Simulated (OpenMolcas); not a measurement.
Pd5+ among 2 point charges of -2.5 e arranged as a linear pair (D∞h), 2.26 Å from the ion.

```
Program             : OpenMolcas
Method              : CASSCF
Basis               : ANO-RCC-VDZP [6s5p3d1f]
Scalar Hamiltonian  : DKH2, point nucleus
Active space        : 5 electrons in 5 orbitals (4d)
State averaging     : 2S+1 = 6 even, 1 root; 2S+1 = 4 even, 24 roots; 2S+1 = 2 even, 75 roots
Spin-orbit coupling : state interaction with AMFI integrals over the reference wave functions
```

Task: What is the spin-free ground state (labels by Λ)?

Result: 6Σ, 1-fold in its orbital part, 100 % from free-ion S terms; it has the highest spin that d5 allows.

Task: What are the lowest two levels with spin-orbit coupling?

Result: A 2-fold level with g = 0.00, 0.00, 9.98, then a 2-fold level 22.9 cm-1 above it. Their leading multiplicities are 6 (98 %) and 6 (99 %).

Task: What is χT at 300 K, and how does it compare with the textbook value?

Result: The lowest level has 2S+1 = 6, for which the spin-only value is χT = S(S+1) / 2 = 4.375 cm3 K/mol (g = 2). The computed 4.359 at 300 K differs by -0.016, through a little spin-orbit mixing out of the ground term, against the free-electron g of 2.0023, which raises it.

Without dynamic correlation the repulsion within the d shell is too large (B by tens of per cent), so at a given field states of lower spin stand too high. Point charges give a weaker field than real ligands, and real ions of this kind are as a rule low spin; the high spin found here belongs to the model. This is an electrostatic model: the charges have no orbitals. No measured value stands beside these numbers.
